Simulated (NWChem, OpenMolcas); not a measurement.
# How methods differ on SnNH4F (SMILES [NH2][SnH2][F])

SnNH4F has 7 atoms, charge 0, and is taken as a singlet. As SMILES, `[NH2][SnH2][F]`. The shape is that of a PBE0-D4/def2-TZVP optimisation. This is one conformer, not always the lowest.

Quantity: the HOMO–LUMO gap, in eV. The values are calculated.

| level | kind | program | value (eV) |
| --- | --- | --- | --- |
| BLYP/def2-SVP (core potential) | GGA | OpenMolcas | 5.06 |
| M06-L/def2-SVP (core potential) | meta-GGA | OpenMolcas | 5.95 |
| TPSS/def2-SVP (core potential) | meta-GGA | OpenMolcas | 5.45 |
| r2SCAN/def2-SVP (core potential) | meta-GGA | OpenMolcas | 5.87 |
| B3LYP/def2-SVP (core potential) | global hybrid | NWChem | 7.05 |
| BHLYP/def2-SVP (core potential) | global hybrid | OpenMolcas | 9.80 |
| M06-2X/def2-SVP (core potential) | hybrid meta-GGA | OpenMolcas | 9.82 |
| PBE0/def2-SVP (core potential) | global hybrid | OpenMolcas | 7.66 |

The values span 5.06 to 9.82 eV. Orbital gaps aren't excitation energies; they tend to grow with the share of exact exchange.
